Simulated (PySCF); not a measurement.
# PdH₅⁻: breathing scan

All numbers come from PySCF, PBE0, basis Pd def2-TZVPD with ECP28, H def2-TZVPD (scalar-relativistic core potentials, no spin–orbit coupling, density fitting).

Rigid scan from the singlet minimum (H–H 0.860 Å, Pd–H 1.562 Å, Pd–H 1.645 Å (×2), Pd–H 1.728 Å (×2); H–H–Pd 75.6° (×2), H–Pd–H 28.8°, H–Pd–H 82.0° (×2), H–Pd–H 83.6° (×2), H–Pd–H 110.8° (×2), H–Pd–H 165.6° (×2), H–Pd–H 167.2°). Coordinate: all bonds to the central atom scaled together. Energies in kJ/mol from the minimum.

**Question.** Predict the curve at 0.88, 0.92, 0.96, 1.00, 1.04, 1.08, 1.14, 1.22, 1.35.

**Answer.** 
```csv
scale of all bonds to the centre,E (kJ/mol),"dipole size (D, about the centre of mass)"
0.88,168.5,1.96
0.92,66.7,2.03
0.96,14.9,2.10
1.00,0.0,2.17
1.04,12.1,2.25
1.08,43.5,2.33
1.14,114.8,2.45
1.22,234.8,2.63
1.35,448.1,2.94
```

At long bonds a restricted determinant can lie too high, and another spin state can fall below this curve.

Other isomers or separated fragments may lie lower.
